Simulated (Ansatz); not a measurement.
Reaction (silylene loss): `[F][Al]([Cl])[O][SiH3]` → `[OH][Al]([F])[Cl]` + `[SiH2]`

Gas-phase electronic energies from Ansatz, PBE0-D4/def2-TZVP geometries. CCSD(T)/CBS adds triple-zeta CCSD(T) − MP2 to the extrapolated MP2 energy (def2 sets, frozen cores). This one scheme is used for every species. Functionals use def2-TZVPP. HSE06 is defined as in plane-wave codes. One conformer a species, not always the lowest.

(1) Is it downhill or uphill in electronic energy at CCSD(T)/CBS, and by how much? (An estimate is asked.)

(2) What do these levels give: r2SCANh-D4, ωB97M-V, HSE06, MP2/def2-TZVPP, SCS-MP2/def2-QZVPP, MP2/CBS(def2)? (Estimate.)

Largest T1 diagnostic among the species: 0.014.

Answers

(1) Ansatz gave: Uphill: ΔE = +82.0 kcal/mol.

(2) Ansatz gave: r2SCANh-D4 86.5, ωB97M-V 80.5, HSE06 81.1, MP2/def2-TZVPP 85.5, SCS-MP2/def2-QZVPP 84.9, MP2/CBS(def2) 86.9 kcal/mol.

At CCSD(T), def2-SVP lies −3.7 kcal/mol from the extrapolated value and def2-TZVPP −1.4 kcal/mol. The D4 term adds +2.4 kcal/mol with B3LYP and +1.3 kcal/mol with PBE0; it sums over pairs of atoms, weighted by their polarisabilities, and B3LYP, whose exchange is more repulsive, gets the larger term. Leaving LDA and LC-ωPBE aside and taking each functional with its dispersion term where it has one, the values, not all of them listed here, spread over 9.9 kcal/mol, from revPBE-D4 to r2SCAN0-D4. LDA lies +7.7 kcal/mol from PBE without D4.

B3LYP here is the variant with VWN-RPA as its local correlation; programs differ in this.
